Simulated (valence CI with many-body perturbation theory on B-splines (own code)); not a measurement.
## Hg⁷⁵⁺: electric-dipole lines

Level of theory: valence CI with perturbative core correlation (CI+MBPT): three valence electrons over a frozen Dirac-Fock core [He], a basis of 11 s, 11 p, 10 d, 8 f, 5 g, 2 h functions for each j, with the one-electron correlation potential Σ1, the two-electron term Σ2, the three-electron term Σ3, Breit, model QED; selected CI, second order for the rest, scaled by the run's own slope (own B-spline code, finite nucleus).

The last digits are not significant, and no measured levels were compared; by estimate large intervals hold to a few tenths of a per cent, small ones and those within an open d or f shell to about a per cent.

Lines 201 to 250 of 579 in falling wavelength, among levels below 18979 eV, chosen from the strongest by gf and those to the six lowest levels. Wavelengths and rates use the calculated energies. Electric multipoles are in the length gauge with retardation, E1 and E2 with the static RPA response of the core. Weak lines are less certain than strong ones. Lines between different terms over intervals too small for the method are left out, as are lines whose strength nearly cancels. The highest levels of a list are the least certain.

Levels are named by their leading jj configuration (3d3/2^4 stands for four electrons in 3d with j = 3/2), which in mixed levels can hold well under half, so a name can repeat and another be missing. Letters in brackets count levels of one name in rising energy.

| λ vac (nm) | Upper | Lower | A (s⁻¹) | S (a.u.) with core polarisation | S without |
| --- | --- | --- | --- | --- | --- |
| 0.5125 | (2s 2p3/2 3d3/2) J=5/2 [b] | (2s^2 3d3/2) J=3/2 | 2.29e+13 | 9.11e-03 | 9.12e-03 |
| 0.5124 | (2p3/2^2 3d5/2) J=7/2 | (2s 2p3/2 3d5/2) J=5/2 [a] | 7.93e+12 | 4.21e-03 | 4.22e-03 |
| 0.5124 | (2p3/2^2 3p1/2) J=1/2 | (2s 2p3/2 3p1/2) J=3/2 [b] | 2.76e+13 | 3.67e-03 | 3.67e-03 |
| 0.5123 | (2p3/2^2 3s) J=1/2 | (2s 2p3/2 3s) J=3/2 [b] | 2.69e+13 | 3.57e-03 | 3.57e-03 |
| 0.5122 | (2p3/2^2 3d3/2) J=3/2 [b] | (2s 2p3/2 3d3/2) J=5/2 [b] | 2.15e+13 | 5.72e-03 | 5.72e-03 |
| 0.5121 | (2p3/2^2 3d5/2) J=1/2 | (2s 2p3/2 3d5/2) J=3/2 [a] | 1.73e+13 | 2.29e-03 | 2.29e-03 |
| 0.5121 | (2p3/2^2 3p1/2) J=1/2 | (2s 2p3/2 3p1/2) J=1/2 | 1.33e+13 | 1.77e-03 | 1.77e-03 |
| 0.5121 | (2s 2p3/2 3p1/2) J=1/2 | (2s^2 3p1/2) J=1/2 | 2.63e+13 | 3.49e-03 | 3.49e-03 |
| 0.5120 | (2p1/2 2p3/2 3s) J=5/2 | (2s 2p1/2 3s) J=3/2 | 1.82e+13 | 7.22e-03 | 7.23e-03 |
| 0.5120 | (2p1/2 2p3/2 3d3/2) J=1/2 [b] | (2s 2p1/2 3d3/2) J=1/2 | 1.66e+13 | 2.20e-03 | 2.21e-03 |
| 0.5119 | (2s 2p3/2 3s) J=1/2 | (2s^2 3s) J=1/2 | 2.62e+13 | 3.47e-03 | 3.48e-03 |
| 0.5118 | (2s 2p3/2 3p1/2) J=3/2 [b] | (2s^2 3p1/2) J=1/2 | 2.54e+13 | 6.71e-03 | 6.72e-03 |
| 0.5118 | (2p1/2 2p3/2 3p1/2) J=1/2 | (2s 2p1/2 3p1/2) J=1/2 [a] | 1.72e+13 | 2.28e-03 | 2.28e-03 |
| 0.5117 | (2p1/2 2p3/2 3d5/2) J=3/2 [b] | (2s 2p1/2 3d5/2) J=5/2 [b] | 1.34e+13 | 3.55e-03 | 3.55e-03 |
| 0.5112 | (2p1/2 2p3/2 3d5/2) J=7/2 [b] | (2s 2p1/2 3d5/2) J=7/2 | 9.45e+12 | 4.98e-03 | 4.99e-03 |
| 0.5110 | (2p1/2 2p3/2 3p3/2) J=5/2 [b] | (2s 2p1/2 3p3/2) J=5/2 | 1.03e+13 | 4.07e-03 | 4.08e-03 |
| 0.5110 | (2p1/2 2p3/2 3d3/2) J=3/2 [a] | (2s 2p1/2 3d3/2) J=3/2 [a] | 1.49e+13 | 3.93e-03 | 3.94e-03 |
| 0.5110 | (2p3/2^2 3d3/2) J=3/2 [b] | (2s 2p3/2 3d3/2) J=3/2 [b] | 9.08e+12 | 2.39e-03 | 2.40e-03 |
| 0.5109 | (2p1/2 2p3/2 3p3/2) J=5/2 [b] | (2s 2p1/2 3p3/2) J=3/2 [b] | 7.82e+12 | 3.09e-03 | 3.09e-03 |
| 0.5109 | (2p1/2 2p3/2 3d3/2) J=5/2 [a] | (2s 2p1/2 3d3/2) J=3/2 [a] | 8.46e+12 | 3.34e-03 | 3.35e-03 |
| 0.5108 | (2p3/2^2 3p3/2) J=3/2 [b] | (2s 2p3/2 3p3/2) J=5/2 [b] | 1.62e+13 | 4.25e-03 | 4.26e-03 |
| 0.5107 | (2s 2p3/2 3d5/2) J=5/2 [b] | (2s^2 3d5/2) J=5/2 | 2.01e+13 | 7.92e-03 | 7.93e-03 |
| 0.5106 | (2p1/2 2p3/2 3d5/2) J=1/2 | (2s 2p1/2 3d5/2) J=3/2 | 1.86e+13 | 2.45e-03 | 2.45e-03 |
| 0.5106 | (2p3/2^2 3s) J=1/2 | (2s 2p3/2 3s) J=1/2 | 1.36e+13 | 1.79e-03 | 1.79e-03 |
| 0.5105 | (2p1/2 2p3/2 3p1/2) J=3/2 [a] | (2s 2p1/2 3p1/2) J=1/2 [a] | 1.09e+13 | 2.87e-03 | 2.88e-03 |
| 0.5105 | (2s 2p3/2 3p3/2) J=3/2 [b] | (2s^2 3p3/2) J=3/2 | 2.51e+13 | 6.59e-03 | 6.60e-03 |
| 0.5102 | (2s 2p3/2 3s) J=3/2 [b] | (2s^2 3s) J=1/2 | 2.48e+13 | 6.49e-03 | 6.50e-03 |
| 0.5102 | (2p1/2 2p3/2 3d5/2) J=3/2 [a] | (2s 2p1/2 3d5/2) J=5/2 [a] | 7.87e+12 | 2.06e-03 | 2.07e-03 |
| 0.5102 | (2s 2p3/2 3d3/2) J=1/2 [b] | (2s^2 3d3/2) J=3/2 | 2.67e+13 | 3.50e-03 | 3.50e-03 |
| 0.5099 | (2p1/2 2p3/2 3d5/2) J=5/2 [a] | (2s 2p1/2 3d5/2) J=5/2 [a] | 6.83e+12 | 2.68e-03 | 2.68e-03 |
| 0.5098 | (2p3/2^2 3p3/2) J=5/2 | (2s 2p3/2 3p3/2) J=3/2 [a] | 6.57e+12 | 2.58e-03 | 2.58e-03 |
| 0.5097 | (2p3/2^2 3d5/2) J=3/2 | (2s 2p3/2 3d5/2) J=1/2 | 6.55e+12 | 1.71e-03 | 1.72e-03 |
| 0.5095 | (2s 2p3/2 3d5/2) J=3/2 [b] | (2s^2 3d5/2) J=5/2 | 1.88e+13 | 4.90e-03 | 4.91e-03 |
| 0.5094 | (2s 2p3/2 3p3/2) J=1/2 [b] | (2s^2 3p3/2) J=3/2 | 2.45e+13 | 3.19e-03 | 3.20e-03 |
| 0.5094 | (2p1/2 2p3/2 3s) J=3/2 [a] | (2s 2p1/2 3s) J=1/2 [a] | 1.52e+13 | 3.97e-03 | 3.98e-03 |
| 0.5093 | (2p1/2 2p3/2 3d3/2) J=1/2 [a] | (2s 2p1/2 3d3/2) J=3/2 [a] | 1.87e+13 | 2.44e-03 | 2.44e-03 |
| 0.5091 | (2p3/2^2 3d5/2) J=5/2 [b] | (2s 2p3/2 3d5/2) J=7/2 [b] | 9.67e+12 | 3.78e-03 | 3.79e-03 |
| 0.5083 | (2p3/2^2 3s) J=3/2 | (2s 2p3/2 3s) J=3/2 [a] | 1.53e+13 | 3.96e-03 | 3.97e-03 |
| 0.5081 | (2p3/2^2 3d3/2) J=7/2 | (2s 2p3/2 3d3/2) J=7/2 | 1.61e+13 | 8.33e-03 | 8.34e-03 |
| 0.5079 | (2p3/2^2 3d3/2) J=5/2 | (2s 2p3/2 3d3/2) J=7/2 | 4.08e+12 | 1.58e-03 | 1.58e-03 |
| 0.5078 | (2p3/2^2 3d3/2) J=3/2 [a] | (2s 2p3/2 3d3/2) J=3/2 [a] | 8.93e+12 | 2.31e-03 | 2.31e-03 |
| 0.5078 | (2s 2p1/2 2p3/2) J=1/2 | (2s^2 2p1/2) J=1/2 | 2.77e+13 | 3.58e-03 | 3.58e-03 |
| 0.5074 | (2s 2p1/2 2p3/2) J=3/2 [b] | (2s^2 2p1/2) J=1/2 | 2.57e+13 | 6.63e-03 | 6.64e-03 |
| 0.5073 | (2p3/2^2 3p1/2) J=3/2 | (2s 2p3/2 3p1/2) J=3/2 [a] | 1.78e+13 | 4.60e-03 | 4.60e-03 |
| 0.5072 | (2p3/2^2 3p3/2) J=7/2 | (2s 2p3/2 3p3/2) J=7/2 | 1.68e+13 | 8.67e-03 | 8.68e-03 |
| 0.5072 | (2p3/2^2 3p1/2) J=5/2 | (2s 2p3/2 3p1/2) J=5/2 | 1.85e+13 | 7.14e-03 | 7.15e-03 |
| 0.5071 | (2p3/2^2 3p3/2) J=5/2 | (2s 2p3/2 3p3/2) J=7/2 | 3.93e+12 | 1.52e-03 | 1.52e-03 |
| 0.5069 | (2p1/2 2p3/2^2) J=3/2 | (2s 2p1/2 2p3/2) J=5/2 | 2.16e+12 | 5.55e-04 | 5.55e-04 |
| 0.5066 | (2p3/2^2 3d5/2) J=7/2 | (2s 2p3/2 3d5/2) J=9/2 | 4.86e+12 | 2.49e-03 | 2.50e-03 |
| 0.5065 | (2p3/2^2 3d5/2) J=9/2 | (2s 2p3/2 3d5/2) J=9/2 | 1.57e+13 | 1.00e-02 | 1.01e-02 |
